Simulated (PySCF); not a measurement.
**Electron correlation in Te (tellurium, neutral)**

[Kr] 4d10 5s2 5p4, high-spin 3P determinant. Calculation: PySCF 2.14, in x2c-TZVPPall (8s6p4d2f, 60 functions); the spin-free X2C one-electron Hamiltonian (Gaussian nucleus). Frozen: [Ar] 3d10; 24 electrons correlated.

| level | correlation energy (mhartree) |
| --- | --- |
| CCSD | -516.28 |
| (T) | -9.43 |
| CCSD(T) | -525.71 |

Diagnostics: T1 = 0.0072, D1 = 0.0369, largest double amplitude 0.050.

Cost of the coupled-cluster step: roughly 6 core-seconds, for 24 correlated electrons.

Iterations:

```
CC2 = 0
CCSD nocc = (np.int64(13), np.int64(11)), nmo = (46, 46)
frozen orbitals [[0, 1, 2, 3, 4, 5, 6, 7, 8, 9, 10, 11, 12, 13], [0, 1, 2, 3, 4, 5, 6, 7, 8, 9, 10, 11, 12, 13]]
max_cycle = 100
direct = 0
conv_tol = 1e-08
conv_tol_normt = 1e-06
diis_space = 8
diis_start_cycle = 0
Init t2, MP2 energy = -0.54383654608488
Init E_corr(UCCSD) = -0.543836546094247
cycle = 1  E_corr(UCCSD) = -0.504273272522723  dE = 0.0395632736  norm(t1,t2) = 0.0615258
cycle = 2  E_corr(UCCSD) = -0.516371138335554  dE = -0.0120978658  norm(t1,t2) = 0.0141378
cycle = 3  E_corr(UCCSD) = -0.51560544434114  dE = 0.000765693994  norm(t1,t2) = 0.00492839
cycle = 4  E_corr(UCCSD) = -0.516300641886772  dE = -0.000695197546  norm(t1,t2) = 0.00153487
cycle = 5  E_corr(UCCSD) = -0.516286347105998  dE = 1.42947808e-05  norm(t1,t2) = 0.000219842
cycle = 6  E_corr(UCCSD) = -0.516273763921685  dE = 1.25831843e-05  norm(t1,t2) = 4.69351e-05
cycle = 7  E_corr(UCCSD) = -0.516275329692362  dE = -1.56577068e-06  norm(t1,t2) = 1.18734e-05
cycle = 8  E_corr(UCCSD) = -0.516275505057337  dE = -1.75364974e-07  norm(t1,t2) = 2.02126e-06
cycle = 9  E_corr(UCCSD) = -0.516275402348044  dE = 1.02709293e-07  norm(t1,t2) = 5.38518e-07
cycle = 10  E_corr(UCCSD) = -0.516275415632494  dE = -1.32844504e-08  norm(t1,t2) = 1.26438e-07
cycle = 11  E_corr(UCCSD) = -0.516275415930485  dE = -2.97991076e-10  norm(t1,t2) = 3.88789e-08
UCCSD converged
E(UCCSD) = -6791.370650671168  E_corr = -0.5162754159304852
UCCSD(T) correction = -0.0094285266247552
```

This basis was not built for core-valence correlation, so the inner-shell part is incomplete.
